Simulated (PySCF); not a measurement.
# Sr (strontium, neutral) across methods

[Kr] 4d1 5s1, high-spin 3D determinant (an excited configuration). Computed with PySCF 2.14 in x2c-QZVPPall (13s8p7d3f2g, 111 functions), with scalar relativity by spin-free X2C-1e.

| method | E (hartree) | mean ε 4p β (eV) | mean ε 5s α (eV) | mean ε 4d α (eV) | Σ⟨r²⟩ (bohr²) | ⟨S²⟩ |
| --- | --- | --- | --- | --- | --- | --- |
| PBEsol | -3176.88 | -21.470 | -3.498 | -1.313 | 67.60 | 2.001 |
| PBE | -3178.84 | -21.478 | -3.462 | -1.372 | 67.93 | 2.000 |
| r2SCAN | -3179.21 | -22.084 | -3.499 | -1.459 | 67.46 | 2.001 |
| LDA | -3175.07 | -21.609 | -3.643 | -1.306 | 67.53 | 2.000 |
| B97-3 | -3178.95 | -23.650 | -3.858 | -1.861 | 68.58 | 2.001 |
| BHandHLYP | -3179.21 | -25.117 | -4.269 | -2.296 | 67.88 | 2.001 |
| UHF | -3177.28474 | -28.340 | -5.107 | -3.213 | 70.89 | 2.002 |
| PBE0 | -3178.91 | -23.381 | -3.939 | -1.932 | 67.69 | 2.001 |
